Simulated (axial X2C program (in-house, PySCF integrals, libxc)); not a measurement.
TiH: the levels of the configuration d2 s1 p(π)0

Computed with an in-house all-electron X2C program for linear molecules (integrals from PySCF): two-component X2C with atomic mean-field Coulomb and Gaunt terms, basis Ti dyall-v3z, H dyall-v3z (cores contracted in-house). Orbitals come from Hartree–Fock averaged over the configuration Ti d2 s1 p(π)0; CI then distributes these electrons over the d, s, p(π) shells of Ti. The speed of light was multiplied by 100, so these are model numbers.

R = 1.884 Å (near the minimum of the configuration average).

Active spinors (ω > 0):

```csv
shell,ω,ε (eV),character
d,3/2,1.93,100% Ti d
d,5/2,1.93,100% Ti d
d,1/2,2.20,99% Ti d
d,3/2,2.20,99% Ti d
d,1/2,2.22,"89% Ti d, 6% Ti p"
s,1/2,-2.64,"57% Ti s, 40% Ti p"
p(π),1/2,1.16,97% Ti p
p(π),3/2,1.16,97% Ti p
```

Lowest levels of this model:

| Ω | energy (cm⁻¹) | g∥ | μ (D) | configuration |
| --- | --- | --- | --- | --- |
| 3/2 | 0 | 0.01 | -1.56 | 99% d2 s1 |
| 5/2 | 0 | 4.00 | -1.56 | 99% d2 s1 |
| 7/2 | 0 | 8.00 | -1.56 | 99% d2 s1 |
| 9/2 | 0 | 12.01 | -1.56 | 99% d2 s1 |
| 1/2 | 986 | 2.00 | -1.52 | 99% d2 s1 |
| 3/2 | 986 | 6.01 | -1.52 | 99% d2 s1 |
| 1/2 | 1691 | 4.01 | -1.45 | 99% d2 s1 |
| 1/2 | 1691 | 0.00 | -1.45 | 99% d2 s1 |
| 3/2 | 1691 | 4.00 | -1.45 | 99% d2 s1 |
| 5/2 | 1691 | 8.01 | -1.45 | 99% d2 s1 |
| 1/2 | 3068 | 2.01 | -1.29 | 100% d2 s1 |
| 3/2 | 3068 | 2.00 | -1.29 | 100% d2 s1 |
| 5/2 | 3068 | 6.00 | -1.29 | 100% d2 s1 |
| 7/2 | 3068 | 10.01 | -1.29 | 100% d2 s1 |
| 5/2 | 4252 | 4.00 | -1.57 | 99% d2 s1 |
| 7/2 | 4252 | 8.00 | -1.57 | 99% d2 s1 |
| 7/2 | 14817 | 6.00 | -1.62 | 96% d2 s1 |
| 9/2 | 14817 | 10.00 | -1.62 | 96% d2 s1 |
| 9/2 | 18832 | 10.00 | -4.96 | 100% d2 p(π)1 |
| 11/2 | 18832 | 14.01 | -4.96 | 100% d2 p(π)1 |
| 9/2 | 19348 | 12.01 | -4.40 | 78% d2 p(π)1 + 17% d3 |

g∥ is the magnitude of 2⟨Lz + ge Sz⟩ for the +Ω component. μ is positive if the H end is positive.

From Ω and g∥ of the lowest level, whose 2⟨Lz + ge Sz⟩ is negative, find ⟨Sz⟩ and ⟨Lz⟩ (ge = 2.0023).

Ω = ⟨Lz⟩ + ⟨Sz⟩ = 3/2 and ⟨Lz⟩ + ge⟨Sz⟩ = -0.005, so ⟨Sz⟩ = -1.50 and ⟨Lz⟩ = 3.00.

Occupations of the active spinors in the lowest level by ω, shell by shell in order of energy: -5/2: 0.00; -3/2: 0.00 0.00 0.00; -1/2: 0.00 0.01 0.99 0.00; 1/2: 1.00 0.00 0.00 0.00; 3/2: 1.00 0.00 0.00; 5/2: 0.00. The leading determinant has weight 0.99 among 82.

This point took 0.41 s on 1 thread of Intel(R) Xeon(R) Platinum 8259CL CPU @ 2.50GHz (Skylake/Cascade Lake), with other jobs on the host.

There is no dynamic correlation: spin–orbit spacings and, for f shells, spacings inside one term are the most reliable numbers, splittings between terms come out too wide, and energies between configurations are not reliable, so the lowest level need not be the ground state of the molecule. For d shells the ligand-field splittings (σ, π, δ) and their order can be off by a thousand cm⁻¹ or more. At most 4 roots were kept for each Ω > 0 (twice that for Ω = 0) within 3.2 eV of the lowest, so higher up levels can be missing between those listed; levels with Ω > 0 are doubly degenerate and listed once, Ω = 0 levels singly. States that fill the shells left empty in the average are placed too high.
